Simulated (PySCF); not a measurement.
**Electron correlation in Br⁺ (bromine, charge +1)**

[Ar] 3d10 4s2 4p4, high-spin 3P determinant. Calculation: PySCF 2.14, in def2-TZVP; no relativity, point nucleus. Frozen: [Ar] 3d10; 6 electrons correlated.

MP2 pair energies summed by pair of shells (mhartree):

```
 pair  energy  share (%)
4s-4p  -48.42       46.4
4p-4p  -47.65       45.7
4s-4s   -8.29        7.9
```

Total MP2 correlation energy: -104.36 mhartree.

Same-spin part -23.42 and opposite-spin part -80.94 mhartree; SCS-MP2 scales them by 1/3 and 6/5 to -104.93 mhartree.

```csv
level,correlation energy (mhartree)
CCSD,-123.97
(T),-3.33
CCSD(T),-127.30
```

Diagnostics: T1 = 0.0074, D1 = 0.0234, largest double amplitude 0.046.

Cost of the coupled-cluster step: 0.8 s of wall time on 1 thread of Neoverse-V1 (shared host), for 6 correlated electrons.

Iterations:

```
CC2 = 0
CCSD nocc = (np.int64(4), np.int64(2)), nmo = (34, 34)
frozen orbitals [[0, 1, 2, 3, 4, 5, 6, 7, 8, 9, 10, 11, 12, 13], [0, 1, 2, 3, 4, 5, 6, 7, 8, 9, 10, 11, 12, 13]]
max_cycle = 100
direct = 0
conv_tol = 1e-08
conv_tol_normt = 1e-06
diis_space = 8
diis_start_cycle = 0
Init t2, MP2 energy = -0.104362683885649
Init E_corr(UCCSD) = -0.104362683886905
cycle = 1  E_corr(UCCSD) = -0.119516754347962  dE = -0.0151540705  norm(t1,t2) = 0.0381916
cycle = 2  E_corr(UCCSD) = -0.122676931188155  dE = -0.00316017684  norm(t1,t2) = 0.0118152
cycle = 3  E_corr(UCCSD) = -0.124011104796236  dE = -0.00133417361  norm(t1,t2) = 0.00448592
cycle = 4  E_corr(UCCSD) = -0.123968454918947  dE = 4.26498773e-05  norm(t1,t2) = 0.000523402
cycle = 5  E_corr(UCCSD) = -0.123969483731953  dE = -1.02881301e-06  norm(t1,t2) = 8.00058e-05
cycle = 6  E_corr(UCCSD) = -0.123969483119569  dE = 6.12383519e-10  norm(t1,t2) = 1.73091e-05
cycle = 7  E_corr(UCCSD) = -0.123969663908421  dE = -1.80788852e-07  norm(t1,t2) = 3.83956e-06
cycle = 8  E_corr(UCCSD) = -0.123969584753575  dE = 7.91548457e-08  norm(t1,t2) = 8.29032e-07
cycle = 9  E_corr(UCCSD) = -0.123969595529889  dE = -1.0776314e-08  norm(t1,t2) = 1.33273e-07
cycle = 10  E_corr(UCCSD) = -0.123969595206081  dE = 3.23807758e-10  norm(t1,t2) = 2.32177e-08
UCCSD converged
E(UCCSD) = -2572.12659373228  E_corr = -0.1239695952060815
UCCSD(T) correction = -0.0033273644473965
```
